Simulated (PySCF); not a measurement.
C₃H₆O₂Si, SMILES C=C=C[SiH](O)O. Atoms are numbered in the order given.

```xyz
12

C      2.5375     0.9412    -0.8869
C      1.3298     0.4777    -1.0923
C      0.1101     0.0204    -1.2226
Si    -0.9853    -0.0643     0.2815
O     -1.3851    -1.6691     0.4392
O     -0.1741     0.5478     1.5902
H      2.7589     2.0076    -0.9967
H      3.3631     0.2704    -0.6276
H     -0.2347    -0.3276    -2.2052
H     -2.2206     0.7549     0.1646
H     -2.0430    -1.8783     1.1090
H      0.7791     0.4082     1.5900
```
Charge 0, spin multiplicity 1.

The structure is a stationary point at PBE0-D3(BJ)/def2-SVP. The structure was generated by enumeration, and PubChem lists no compound with its InChIKey, so it may never have been made. One conformer was computed; it need not be the lowest.

Two levels are set side by side: PBE/pcSseg-1 (PySCF) and KT2/pcSseg-1 (PySCF). GIAO shifts against H2O (¹⁷O), TMS (²⁹Si), TMS (¹H), TMS (¹³C) at the same level; non-relativistic, no solvent, atoms listed together averaged. Differences are taken from unrounded values.

```tsv
quantity	KT2	PBE	PBE minus KT2
δ(¹³C) of C1 (ppm)	69.0	72.9	3.9
δ(¹³C) of C2 (ppm)	212.7	224.2	11.5
δ(¹³C) of C3 (ppm)	78.3	83.4	5.1
δ(²⁹Si) of Si4 (ppm)	-29.0	-31.2	-2.2
δ(¹H) of H7, H8 (ppm)	4.88	4.90	0.02
δ(¹H) of H9 (ppm)	5.30	5.37	0.07
δ(¹H) of H10 (ppm)	5.34	5.38	0.04
```

Rough cost on one machine, each run with all the roots and properties that it gave: KT2 against PBE within a factor of 2.
